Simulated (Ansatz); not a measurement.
`C[S][Sn]([Cl])([Cl])[S]C` → `[Cl][Sn][Cl]` + `CSSC` at 298.15 K and 1 bar (stannylene formation by 1,1-elimination).

Program: Ansatz. Geometries: PBE0-D4/def2-TZVP. ΔE: electronic, gas phase. CCSD(T)/CBS is the MP2 limit (def2-TZVPP, def2-QZVPP) plus CCSD(T) − MP2 in def2-TZVPP, frozen cores. Elements past krypton have def2 core potentials. For Sn outer-core shells are correlated without core-valence functions, which leaves a few kJ/mol of doubt a bond. Each species was taken in one conformer, which may not be the lowest.

```csv
species,CCSD(T)/CBS energy (Eh),H − E (kJ/mol),S (J/(mol·K))
`C[S][Sn]([Cl])([Cl])[S]C`,-2009.00542,247.3,495.1
`[Cl][Sn][Cl]`,-1133.69328,18.5,305.8
`CSSC`,-875.26995,222.6,326.6
```

H − E and S are ideal-gas, rigid-rotor, harmonic terms from PBE0-D4/def2-TZVP, for one conformer and one mirror image of each species. 1 Eh = 2625.50 kJ/mol, R = 8.31446 J/(mol·K).

**Question.** By hand: ΔE, ΔH, ΔS and ΔG.

**Answer.** ΔE = (-1133.69328) + (-875.26995) − (-2009.00542) = 0.04219 Eh = 110.8 kJ/mol. Δ(H − E) = 18.5 + 222.6 − 247.3 = -6.2, so ΔH = 104.6 kJ/mol. ΔS = 305.8 + 326.6 − 495.1 = 137.3 J/(mol·K). ΔG = 104.6 − 298.15 × (137.3)/1000 = 63.7 kJ/mol.

**Question.** By hand: the equilibrium constant, and the temperature at which ΔG would vanish if ΔH and ΔS stayed fixed.

**Answer.** log₁₀ K = −ΔG/(RT ln 10) = -11.2. ΔG = 0 at ΔH/ΔS = 762 K.

The number of gas molecules changes by +1, which sets the sign of ΔS. A doubt of 5 kJ/mol in ΔE shifts log₁₀ K by 0.9 here. Other conformers and mirror images would add mixing entropy, several J/(mol·K) or more a flexible species. Modes under 60 cm⁻¹, often nearly free rotors, make the harmonic entropy too high. These are equilibria of isolated gas molecules and say nothing of rates. Largest T1 diagnostic: 0.014 (customary marks: 0.02 for closed shells, 0.045 for open ones).
